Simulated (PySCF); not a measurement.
Species: C5H7BO2.
SMILES with atom numbers: `[CH3:1][C:2]1=[CH:3][C:4]/1=[CH:5]/[B:6]([OH:7])[OH:8]` (hydrogens: H9, H10, H11 on C1; H12 on C3; H13 on C5; H14 on O7; H15 on O8)

Computed with PySCF at PBE0/pcSseg-1 and B3LYP/def2-SVPD, non-relativistic, on one gas-phase PBE0-D3(BJ)/def2-SVP geometry that isn't relaxed in the solvent. The solvent is an IEF-PCM continuum (van der Waals radii × 1.2). Only the electrostatic response of the medium enters.

Gas phase at PBE0/pcSseg-1: HOMO -5.93 eV, LUMO -0.25 eV, dipole 2.13 D.

**Question.** What does the continuum do to the energy, the frontier levels and the dipole at PBE0/pcSseg-1 in benzene and tetrahydrofuran?

**Answer.** 
| solvent | ε | E(solvent) − E(gas) (kcal/mol) | polarisation term (kcal/mol) | distortion of the solute (kcal/mol) | HOMO (eV) | LUMO (eV) | dipole (D) |
| --- | --- | --- | --- | --- | --- | --- | --- |
| benzene | 2.271 | -3.77 | -3.95 | 0.18 | -6.00 | -0.20 | 2.45 |
| tetrahydrofuran | 7.426 | -6.91 | -7.53 | 0.62 | -6.08 | -0.19 | 2.71 |

The polarisation term is half the interaction of the solute with the surface charges that it induces; the rest is the cost of distorting the solute's density. The sum is the electrostatic part of solvation alone. From benzene to tetrahydrofuran the lowering changes by a factor 1.83, Onsager's factor (ε − 1)/(2ε + 1) by 1.77 and ε itself by 3.3.

**Question.** Which radius a makes the point-dipole formula ΔE = −[(ε − 1)/(2ε + 1)]·μ²/a³ give the value in tetrahydrofuran, with the gas-phase dipole?

**Answer.** μ = 0.837 au and |ΔE| = 0.01102 Eh give a = 1.56 Å; the farthest nucleus lies 3.68 Å from the centroid of the nuclei, so such a sphere wouldn't even hold the nuclei. The formula assumes a rigid point dipole at the centre of a sphere.

**Question.** Which Hirshfeld charges (PBE0/pcSseg-1) respond most in benzene (means over atoms taken as equivalent)?

**Answer.** 
```json
{"atoms": "C5", "environment": "alkene CH carbon", "gas (e)": "-0.222", "solvent (e)": "-0.230", "change": "-0.008"}
{"atoms": "H12", "environment": "vinylic hydrogen", "gas (e)": "+0.082", "solvent (e)": "+0.088", "change": "+0.006"}
{"atoms": "B6", "environment": "three-coordinate boron", "gas (e)": "+0.202", "solvent (e)": "+0.197", "change": "-0.005"}
{"atoms": "O7/O8", "environment": "boron-bound oxygen", "gas (e)": "-0.270", "solvent (e)": "-0.275", "change": "-0.005"}
{"atoms": "H14/H15", "environment": "hydroxyl hydrogen", "gas (e)": "+0.172", "solvent (e)": "+0.176", "change": "+0.004"}
{"atoms": "C3", "environment": "alkene CH carbon", "gas (e)": "-0.027", "solvent (e)": "-0.024", "change": "+0.003"}
```

**Question.** Which Mayer bond orders change most in benzene?

**Answer.** 
```json
{"bond": "C4–C5", "length (Å)": "1.349", "gas": "1.811", "solvent": "1.782", "change": "-0.029"}
{"bond": "C2–C3", "length (Å)": "1.331", "gas": "1.520", "solvent": "1.505", "change": "-0.015"}
{"bond": "C5–B6", "length (Å)": "1.537", "gas": "1.000", "solvent": "1.011", "change": "+0.011"}
{"bond": "C3–C4", "length (Å)": "1.426", "gas": "0.938", "solvent": "0.945", "change": "+0.007"}
{"bond": "C4–C2", "length (Å)": "1.428", "gas": "0.923", "solvent": "0.930", "change": "+0.007"}
{"bond": "O8–H15", "length (Å)": "0.963", "gas": "0.935", "solvent": "0.929", "change": "-0.006"}
{"bond": "O7–H14", "length (Å)": "0.960", "gas": "0.938", "solvent": "0.932", "change": "-0.006"}
{"bond": "B6–O8", "length (Å)": "1.375", "gas": "1.171", "solvent": "1.176", "change": "+0.005"}
```

Gas phase at B3LYP/def2-SVPD: HOMO -5.79 eV, LUMO -0.60 eV, dipole 2.36 D.

**Question.** What does the continuum do to the energy, the frontier levels and the dipole at B3LYP/def2-SVPD in benzene?

**Answer.** 
```tsv
solvent	ε	E(solvent) − E(gas) (kcal/mol)	polarisation term (kcal/mol)	distortion of the solute (kcal/mol)	HOMO (eV)	LUMO (eV)	dipole (D)
benzene	2.271	-3.52	-3.71	0.19	-5.83	-0.52	2.71
```

**Question.** How does the static polarisability (B3LYP/def2-SVPD, frozen core, with the continuum's full static response) change?

**Answer.** 
```csv
medium,isotropic (au),principal values (au),⟨r²⟩ of the electrons (bohr²)
gas,83.1,"53.7, 84.7, 111.0",1120.2
benzene,94.7,"60.7, 96.5, 126.9",1119.3
```

The isotropic value in benzene is 1.14 times the gas-phase one; no cavity-field correction is applied. ⟨r²⟩ is taken about the centre of nuclear charge.

Hardware: one thread of an Intel Xeon Platinum 8259CL at 2.50 GHz, no GPU, shared host with 96 logical CPUs at a one-minute load of 42. Cost: 28 s of wall time, 0.93 GiB resident at most. This is the whole shielding run at PBE0/pcSseg-1 in tetrahydrofuran, SCF included.

The values belong to the conformer `[CH3:1][C:2]1=[CH:3][C:4]/1=[CH:5]/[B:6]([OH:7])[OH:8]`: C4–C5–B6–O7 -179°, H–O7–B6–C5 0°, H–O8–B6–C5 180°.
